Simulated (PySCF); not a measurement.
silole (C₄H₆Si), SMILES C1=C[SiH2]C=C1.

Geometry: r2SCAN-D4/def2-SVP.

All values below come from r2SCAN-D4/def2-SVP in PySCF.

Frequencies are harmonic and unscaled.

### Question
List the normal modes with their intensities. (The exact figures need the calculation; the answer reports its results.)

### Answer

```
mode  ν (cm⁻¹)  IR (km/mol)  moving atoms (share of kinetic energy)
----  --------  -----------  --------------------------------------
1          239          0.5                          H 53 %, C 46 %
2          376          0.0                          H 55 %, C 45 %
3          495         16.1                         Si 49 %, C 45 %
4          540          3.2                 H 65 %, C 20 %, Si 16 %
5          624          2.6                         C 66 %, Si 28 %
6          677          0.0                          H 73 %, C 27 %
7          696          9.3                          H 80 %, C 20 %
8          725        160.0                          H 79 %, C 16 %
9          755          0.0                  C 69 %, H 22 %, Si 9 %
10         758          0.0                          H 75 %, C 25 %
11         879         72.9                 C 44 %, H 42 %, Si 14 %
12         928         65.8                          H 87 %, C 10 %
13         963         29.7                          C 53 %, H 45 %
14         995          0.0                          H 72 %, C 28 %
15         995          0.3                          H 79 %, C 21 %
16        1090         11.1                                  H 94 %
17        1101          3.4                          H 81 %, C 19 %
18        1289          5.2                          H 70 %, C 30 %
19        1353         11.2                          H 54 %, C 46 %
20        1547          3.6                                  C 97 %
21        1618          1.4                          C 89 %, H 11 %
22        2211        101.2                                  H 96 %
23        2214         94.3                                  H 98 %
24        3143         10.4                           H 92 %, C 8 %
25        3157         26.8                           H 92 %, C 8 %
26        3213          2.3                           H 91 %, C 9 %
27        3214          0.9                           H 91 %, C 9 %
```
